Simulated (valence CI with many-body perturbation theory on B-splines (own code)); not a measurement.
E1 line list for Br V

Method: valence CI with perturbative core correlation (CI+MBPT): three valence electrons over a frozen Dirac-Fock core [Ar] 3d10, a basis of 11 s, 11 p, 10 d, 8 f, 5 g, 2 h functions for each j, with the one-electron correlation potential Σ1 (screened to all orders), the two-electron term Σ2, the three-electron term Σ3, Breit, model QED; selected single and double excitations, second order for the rest, scaled by the run's own slope (own B-spline code, finite nucleus).

Against 8 measured levels this calculation errs by 76 cm⁻¹ on average and by 221 at most. These come from a selection out of Moore, Atomic Energy Levels, vol. II, NSRDS-NBS 35 (1971 reprint of NBS Circular 467, 1952), an old analysis. Levels without a partner in it may be off by more.

Lines 1 to 50 of 589 in falling wavelength, among levels below 425400 cm⁻¹, chosen from the strongest by gf and those to the six lowest levels. Wavelengths and rates use the calculated energies, so an error of 80 cm⁻¹ moves a line at 22850 Å by 1.8 % and its rate by three times that or more. Electric multipoles are in the length gauge, E1 and E2 with the static RPA response of the core. Weak lines are less certain than strong ones. Lines between different terms over intervals too small for the method are left out, as are lines whose strength nearly cancels. Where a level lies close to another of its J and parity, the split of strength between their lines is uncertain. The highest levels of a list are the least certain.

Names give the largest LS component (configuration and term), which can be under half, so a name can repeat, a term be missing and a line seem to break the LS rules; names also repeat where a configuration has a term twice. Letters in brackets count levels of one name in rising energy.

| λ vac (Å) | Upper | Lower | A (s⁻¹) | S (a.u.) with core polarisation | S without |
| --- | --- | --- | --- | --- | --- |
| 22850 | 4s²8p ²P°_1/2 | 4s4p5p ²S_1/2 [b] | 2.61e+06 | 3.07e+01 | 3.07e+01 |
| 21550 | 4s²8p ²P°_3/2 | 4s4p5p ²S_1/2 [b] | 3.04e+06 | 6.01e+01 | 6.01e+01 |
| 18610 | 4s²6d ²D_3/2 | 4s²5f ²F°_5/2 | 4.73e+06 | 6.01e+01 | 6.00e+01 |
| 18540 | 4s4p4f ⁴G_9/2 | 4s²6f ²F°_7/2 | 3.42e+05 | 1.08e+01 | 1.08e+01 |
| 17020 | 4s²6d ²D_5/2 | 4s²5f ²F°_7/2 | 5.61e+06 | 8.20e+01 | 8.19e+01 |
| 14850 | 4s²8p ²P°_1/2 | 4s²8s ²S_1/2 | 1.73e+07 | 5.58e+01 | 5.58e+01 |
| 14290 | 4s²8p ²P°_3/2 | 4s²8s ²S_1/2 | 1.90e+07 | 1.10e+02 | 1.10e+02 |
| 13930 | 4s²8p ²P°_3/2 | 4s²7d ²D_5/2 | 2.19e+07 | 1.17e+02 | 1.17e+02 |
| 13860 | 4s²7d ²D_3/2 | 4s²6f ²F°_5/2 | 1.80e+07 | 9.44e+01 | 9.44e+01 |
| 13600 | 4s²8p ²P°_1/2 | 4s²7d ²D_3/2 | 2.86e+07 | 7.11e+01 | 7.10e+01 |
| 13130 | 4s²8p ²P°_3/2 | 4s²7d ²D_3/2 | 3.10e+06 | 1.38e+01 | 1.38e+01 |
| 13070 | 4s²7d ²D_5/2 | 4s²6f ²F°_5/2 | 8.94e+05 | 5.91e+00 | 5.91e+00 |
| 13030 | 4s²7d ²D_5/2 | 4s²6f ²F°_7/2 | 1.81e+07 | 1.19e+02 | 1.19e+02 |
| 9789 | 4s²7p ²P°_1/2 | 4s²7s ²S_1/2 | 4.47e+07 | 4.14e+01 | 4.14e+01 |
| 9388 | 4s²7p ²P°_3/2 | 4s²7s ²S_1/2 | 5.03e+07 | 8.22e+01 | 8.23e+01 |
| 9330 | 4s4p5p ²D_3/2 [b] | 4s²7p ²P°_3/2 | 3.52e+06 | 5.64e+00 | 5.64e+00 |
| 8965 | 4s4p5p ²D_3/2 [b] | 4s²7p ²P°_1/2 | 2.02e+07 | 2.87e+01 | 2.87e+01 |
| 8570 | 4s4p5p ²D_5/2 [b] | 4s²7p ²P°_3/2 | 3.43e+07 | 6.39e+01 | 6.39e+01 |
| 8427 | 4s²7f ²F°_7/2 | 4p²4d ²F_5/2 | 3.12e+06 | 7.37e+00 | 7.37e+00 |
| 8149 | 4s4p5d ⁴F°_7/2 | 4s4p4f ⁴G_9/2 | 5.18e+06 | 1.11e+01 | 1.10e+01 |
| 8045 | 4s4p5d ⁴F°_5/2 | 4s4p4f ⁴G_7/2 | 5.29e+06 | 8.15e+00 | 8.12e+00 |
| 7609 | 4s²7f ²F°_5/2 [a] | 4s²7d ²D_3/2 | 2.66e+07 | 3.47e+01 | 3.47e+01 |
| 7503 | 4s4p5d ⁴F°_3/2 | 4s4p4f ⁴G_5/2 | 1.20e+07 | 1.00e+01 | 1.00e+01 |
| 7500 | 4s²7f ²F°_7/2 | 4s²7d ²D_5/2 | 8.70e+07 | 1.45e+02 | 1.45e+02 |
| 7381 | 4s²7f ²F°_5/2 [b] | 4s²7d ²D_5/2 | 3.79e+06 | 4.51e+00 | 4.52e+00 |
| 7305 | 4s²8p ²P°_3/2 | 4s4p5p ²D_5/2 [b] | 4.67e+07 | 3.60e+01 | 3.59e+01 |
| 7151 | 4s²7f ²F°_5/2 [b] | 4s²7d ²D_3/2 | 6.45e+07 | 6.99e+01 | 6.99e+01 |
| 7028 | 4s4p5d ²D°_3/2 | 4s4p4f ²D_5/2 | 5.34e+06 | 3.66e+00 | 3.66e+00 |
| 6986 | 4s4p5d ²D°_5/2 | 4s4p4f ⁴G_7/2 | 4.34e+06 | 4.38e+00 | 4.37e+00 |
| 6956 | 4s²8p ²P°_1/2 | 4s4p5p ²D_3/2 [b] | 4.51e+07 | 1.50e+01 | 1.50e+01 |
| 6741 | 4s4p5d ⁴F°_9/2 | 4s4p4f ⁴G_11/2 | 2.18e+07 | 3.30e+01 | 3.28e+01 |
| 6418 | 4s²7f ²F°_7/2 | 4s4p4f ²D_5/2 | 2.95e+06 | 3.08e+00 | 3.08e+00 |
| 6067 | 4s4p5d ⁴D°_7/2 | 4s4p4f ⁴G_9/2 | 1.19e+07 | 1.05e+01 | 1.04e+01 |
| 6034 | 4s²7p ²P°_1/2 | 4s²6d ²D_3/2 | 1.65e+08 | 3.59e+01 | 3.59e+01 |
| 6028 | 4s²7p ²P°_3/2 | 4s²6d ²D_5/2 | 1.40e+08 | 6.07e+01 | 6.06e+01 |
| 5879 | 4s²7p ²P°_3/2 | 4s²6d ²D_3/2 | 1.72e+07 | 6.90e+00 | 6.90e+00 |
| 5760 | 4s4p4f ²G_7/2 [b] | 4s²6h ²H°_9/2 | 3.81e+06 | 2.88e+00 | 2.88e+00 |
| 5660 | 4s4p5d ²D°_3/2 | 4s4p4f ⁴G_5/2 | 7.09e+06 | 2.54e+00 | 2.52e+00 |
| 5639 | 4s²7g ²G_9/2 | 4s²6h ²H°_11/2 | 4.37e+06 | 3.86e+00 | 3.87e+00 |
| 5636 | 4s²7d ²D_3/2 | 4s²7p ²P°_3/2 | 2.64e+07 | 9.33e+00 | 9.34e+00 |
| 5501 | 4s²7d ²D_5/2 | 4s²7p ²P°_3/2 | 1.52e+08 | 7.51e+01 | 7.52e+01 |
| 5501 | 4s²7d ²D_3/2 | 4s²7p ²P°_1/2 | 1.39e+08 | 4.58e+01 | 4.59e+01 |
| 5473 | 4s²7f ²F°_7/2 | 4s²6g ²G_9/2 [b] | 6.18e+06 | 4.00e+00 | 4.00e+00 |
| 5446 | 4s²8s ²S_1/2 | 4s²7p ²P°_3/2 | 1.57e+08 | 2.50e+01 | 2.50e+01 |
| 5373 | 4s²6p ²P°_1/2 | 4s²6s ²S_1/2 | 1.08e+08 | 1.66e+01 | 1.66e+01 |
| 5320 | 4s²8s ²S_1/2 | 4s²7p ²P°_1/2 | 8.06e+07 | 1.20e+01 | 1.20e+01 |
| 5220 | 4s4p4d ²F°_7/2 [b] | 4s²5d ²D_5/2 | 2.22e+07 | 1.24e+01 | 1.24e+01 |
| 5192 | 4s²7f ²F°_5/2 [b] | 4s²6g ²G_7/2 | 1.11e+07 | 4.61e+00 | 4.60e+00 |
| 5090 | 4p²4d ²F_5/2 | 4s²7p ²P°_3/2 | 6.77e+06 | 2.64e+00 | 2.65e+00 |
| 5082 | 4s²6p ²P°_3/2 | 4s²6s ²S_1/2 | 1.26e+08 | 3.26e+01 | 3.27e+01 |
